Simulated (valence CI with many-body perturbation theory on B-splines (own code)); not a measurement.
# Sensitivity of CI+MBPT for Os LXII

Computed by relativistic CI+MBPT: five valence electrons over a frozen Dirac-Fock core [Ne], radial functions for each j: 6 s, 6 p, 5 d, 3 f, 1 g, with the one-electron correlation potential Σ1, the two-electron term Σ2, the three-electron term Σ3, Breit, model QED; selected CI, second order for the rest, scaled by the run's own slope (own B-spline code, finite nucleus).

The last digits are not significant, and no measured levels were compared; by estimate large intervals hold to a few tenths of a per cent, small ones and those within an open d or f shell to about a per cent. Among the levels kept, up to 710 cm⁻¹ of a level comes from second order outside the variational space, and about a tenth of that is noise between levels of different J, which matters for small intervals.

The reference run has the lowest level (3s^2 3p1/2^2 3p3/2) J=3/2 and an ionisation energy of 6505.52 eV. Its largest variational space holds 9999 state functions.

Levels are named by their leading jj configuration (3d3/2^4 stands for four electrons in 3d with j = 3/2), which in mixed levels can hold well under half, so a name can repeat and another be missing. Letters in brackets count levels of one name in rising energy.

Changed runs:
A. scale of Σ1 1 → 0; scale of Σ2 1 → 0; three-electron term on → off
B. selection threshold (hartree) 2e-08 → 1e-06
C. logarithmic knot step 0.27 → 0.33
D. correlating orbitals by l 3 3 3 2 1 → 2 2 1 1 0; natural orbitals for correlation on → off (bad on purpose)

Excitation energies of the reference run in cm⁻¹, and shifts in cm⁻¹:

```csv
Level,Reference,A,B,C,D
(3s^2 3p1/2^2 3d3/2) J=3/2,1917370,+5837,+0.2,+1.9,+823
(3s^2 3p1/2^2 3d5/2) J=5/2,2770970,+6337,+0.2,-0.1,+1040
(3s^2 3p1/2 3p3/2^2) J=3/2,3141060,-3396,-0.6,-9.2,-1070
(3s^2 3p1/2 3p3/2^2) J=5/2,3239040,-2849,-0.6,-9.2,-314
(3s^2 3p1/2 3p3/2^2) J=1/2,3367540,-2229,+1.7,-9.2,+85
(3s 3p1/2^2 3p3/2^2) J=5/2,4609580,-762,+0.2,-22,-1032
(3s 3p1/2^2 3p3/2^2) J=3/2,4855080,+1266,+0.2,-18,-252
(3s 3p1/2^2 3p3/2^2) J=1/2,4874200,+803,-0.3,-20,-5.2
(3s^2 3p1/2 3p3/2 3d3/2) J=5/2 [a],5035980,+2147,+0.2,-7.3,-284
(3s^2 3p1/2 3p3/2 3d3/2) J=1/2 [a],5063980,+2246,-0.6,-7.4,-578
(3s^2 3p1/2 3p3/2 3d3/2) J=3/2 [a],5066930,+2723,+0.2,-8.5,-345
(3s^2 3p1/2 3p3/2 3d3/2) J=7/2,5138710,+2523,-0.3,-7.3,+636
Ionisation energy (eV),6505.52,-0.60,+0.00014,-0.00032,-0.52
```
